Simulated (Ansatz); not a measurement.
Species: C6H6N, net charge 0, doublet state. It need not be the lowest isomer of its formula. SMILES: N#CC1=C[CH]CC1
Geometry from a B3LYP-D3(BJ)/def2-TZVP (Ansatz, an electronic-structure program) optimisation:
```xyz
13

C     -1.6736    -0.9708     0.4533
C     -1.7909     0.5244     0.4096
C     -0.5953     1.1058     0.0912
C      0.3967     0.1288    -0.1026
C     -0.1883    -1.2486     0.1060
C      1.7303     0.3670    -0.4379
N      2.8432     0.5405    -0.7165
H     -2.3554    -1.4456    -0.2585
H     -1.9434    -1.3637     1.4381
H     -2.7089     1.0585     0.6067
H     -0.4193     2.1676    -0.0029
H      0.3322    -1.7788     0.9070
H     -0.0805    -1.8609    -0.7923
```
Charge 0, spin multiplicity 2.

Parts of the frozen-core correlation energy in STO-3G (Ansatz, hartree). Frozen orbitals: 7; correlated occupied orbitals by spin: 18 and 17; virtual: 16 and 17. UHF or UKS for open shells. No spin-orbit coupling. Non-relativistic.

```tsv
term	value
reference (HF)	-281.63547
MP2 opposite-spin	-0.27372
MP2 same-spin	-0.06500
CCSD correlation	-0.44947
(T)	-0.00606
T1 diagnostic	0.040
largest doubles amplitude	0.125
<S^2> of the reference	1.325
```
